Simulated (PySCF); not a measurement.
Exercise with solution: chemical shift, span and skew from a shielding tensor

2-chlorocyclopenta-1,3-diene (C5H5Cl), SMILES ClC1=CCC=C1. Atoms are numbered in the order given.

```xyz
11

Cl    -0.0011    -2.0193     0.0000
C     -0.0423    -0.3002     0.0000
C     -1.1420     0.4818     0.0000
C     -0.6864     1.9051     0.0000
C      0.8072     1.8120     0.0000
C      1.1733     0.5147     0.0000
H     -2.1781     0.1475     0.0000
H     -1.0600     2.4599     0.8813
H     -1.0600     2.4599    -0.8813
H      1.4741     2.6749     0.0000
H      2.1834     0.1050     0.0000
```
Charge 0, spin multiplicity 1.

Coordinates come from a PBE0-D3(BJ)/def2-SVP optimisation. The values are those of a single conformer.

GIAO shieldings from B3LYP/pcSseg-1 (PySCF), non-relativistic, no solvent. The symmetric part of the tensor of C4 has the principal values 124.3, 136.2, 145.1 ppm. The same nucleus in TMS has σ = 181.3 ppm at this level (PySCF, at its B3LYP-D3(BJ)/def2-TZVP geometry). Without spin–orbit terms, shifts of atoms bonded to Cl or Br come out too high.

Task: Work out the isotropic shielding, the ¹³C shift against TMS, the span and the skew.

Result: 
σ(iso) = (σ11 + σ22 + σ33)/3 = 135.2 ppm. δ = σ(ref) − σ(iso) = 181.3 − (135.2) = 46.1 ppm.
Span Ω = σ33 − σ11 = 20.8 ppm. Skew κ = 3(σ(iso) − σ22)/Ω = -0.14. Tumbling in solution averages the tensor to δ; in a static solid the shielding alone would spread this spin-1/2 line over Ω.
